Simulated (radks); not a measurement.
Effect of the nuclear size on the dysprosium ion Dy2+, [Xe] 4f10. Method: Dirac Kohn-Sham, PBE, spin-unpolarised, spherical densities, finite nucleus; open shells fill j = l - 1/2 first; Fermi nuclear charge, rms radius 5.2218 fm; computed with a radial shooting solver on a logarithmic mesh with Libxc functionals. The rms radius is varied about that value; shifts are against it.

[
 {"rms radius (fm)": "4.5952", "total energy shift (eV)": "-5.91", "density at nucleus (e/bohr^3)": "7.664e+05", "1s1/2 shift (meV)": "-2430", "2s1/2 shift (meV)": "-319", "4p1/2 shift (meV)": "0.134", "5s1/2 shift (meV)": "-2.60", "5p1/2 shift (meV)": "0.055", "4f7/2 shift (meV)": "0.252", "6s1/2 (empty) shift (meV)": "-0.363"},
 {"rms radius (fm)": "5.0129", "total energy shift (eV)": "-2.03", "density at nucleus (e/bohr^3)": "7.485e+05", "1s1/2 shift (meV)": "-835", "2s1/2 shift (meV)": "-110", "4p1/2 shift (meV)": "0.046", "5s1/2 shift (meV)": "-0.892", "5p1/2 shift (meV)": "0.019", "4f7/2 shift (meV)": "0.087", "6s1/2 (empty) shift (meV)": "-0.125"},
 {"rms radius (fm)": "5.2218", "total energy shift (eV)": "0", "density at nucleus (e/bohr^3)": "7.402e+05", "1s1/2 shift (meV)": "0.000", "2s1/2 shift (meV)": "0.000", "4p1/2 shift (meV)": "0.000", "5s1/2 shift (meV)": "0.000", "5p1/2 shift (meV)": "0.000", "4f7/2 shift (meV)": "0.000", "6s1/2 (empty) shift (meV)": "0.000"},
 {"rms radius (fm)": "5.4933", "total energy shift (eV)": "2.73", "density at nucleus (e/bohr^3)": "7.301e+05", "1s1/2 shift (meV)": "1120", "2s1/2 shift (meV)": "147", "4p1/2 shift (meV)": "-0.061", "5s1/2 shift (meV)": "1.20", "5p1/2 shift (meV)": "-0.025", "4f7/2 shift (meV)": "-0.117", "6s1/2 (empty) shift (meV)": "0.168"},
 {"rms radius (fm)": "6.4803", "total energy shift (eV)": "13.5", "density at nucleus (e/bohr^3)": "6.98e+05", "1s1/2 shift (meV)": "5540", "2s1/2 shift (meV)": "727", "4p1/2 shift (meV)": "-0.301", "5s1/2 shift (meV)": "5.92", "5p1/2 shift (meV)": "-0.125", "4f7/2 shift (meV)": "-0.577", "6s1/2 (empty) shift (meV)": "0.828"}
]

Slopes of the eigenvalues against <r^2> in GHz/fm^2, as finite differences over the two radii next to the reference (eigenvalue slopes, not the field-shift constants of lines): 1s1/2 93700, 2s1/2 12300, 4p1/2 -5.14, 5s1/2 100, 5p1/2 -2.11, 4f7/2 -9.75, 6s1/2 (empty) 14.0.
